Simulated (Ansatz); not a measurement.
Isolated molecules relaxed with PBE0-D4/def2-TZVP in Ansatz; ΔE leaves out vibrations. CCSD(T)/CBS is the MP2 limit (def2-TZVPP, def2-QZVPP) plus CCSD(T) − MP2 in def2-TZVPP, frozen cores. This one scheme is used for every species. DFT in def2-TZVPP. B3LYP here is the variant with VWN-RPA as its local correlation; programs differ in this. For Ti outer-core shells are correlated without core-valence functions, which leaves a few kJ/mol of doubt a bond. Scalar relativity is left out up to krypton. One conformer a species, not always the lowest.

Consider the ligand exchange at a Ti–S bond: `[OH][Ti]([F])([SH])[Cl]` + NH₃ → `[NH2][Ti]([OH])([F])[Cl]` + H₂S.

`[OH][Ti]([F])([SH])[Cl]`:

Z-matrix (Å, degrees):
```
Ti
F 1 1.748
S 1 2.276 2 108.8
O 1 1.752 2 112.9 3 115.6
Cl 1 2.197 2 108.6 3 -120.1
H 3 1.348 1 91.0 2 -52.1
H 4 0.958 1 146.1 2 -5.6
```

NH₃:

```xyz
4

N     0.036   -0.176    0.217
H    -0.772   -0.426   -0.339
H    -0.100    0.778    0.526
H     0.836   -0.176   -0.404
```

`[NH2][Ti]([OH])([F])[Cl]`:

Z-matrix (Å, degrees):
```
Ti
O 1 1.764
F 1 1.759 2 114.3
N 1 1.854 2 106.6 3 120.4
Cl 1 2.218 2 110.1 3 -120.3
H 2 0.957 1 145.1 3 48.4
H 4 1.010 1 124.3 2 14.5
H 4 1.011 1 124.5 2 -167.5
```

H₂S:

```xyz
3

S    -0.120   -0.483   -0.370
H     0.877    0.412   -0.303
H    -0.757    0.070    0.673
```

```csv
level,ΔE (kJ/mol)
B2PLYP,23.9
B3LYP,18.4
SCS-MP2/def2-TZVPP,20.9
MP2/def2-QZVPP,27.5
```

(1) What does CCSD(T)/CBS give? (Estimate.)

Largest T1 diagnostic among the species: 0.025, so the coupled-cluster value is less sure than usual.

## Answers

(1) The calculation gave: +20.2 kJ/mol. The listed levels differ from it by 3.7, -1.8, 0.7, 7.3 kJ/mol.

In def2-TZVPP, CCSD(T) changes the Hartree–Fock value by +13.5 kJ/mol (the triples alone add +7.3 kJ/mol) and MP2 by +21.1 kJ/mol. From PBE to PBE0 (25 % exact exchange), in def2-TZVPP and without D4, ΔE moves by −3.3 kJ/mol.
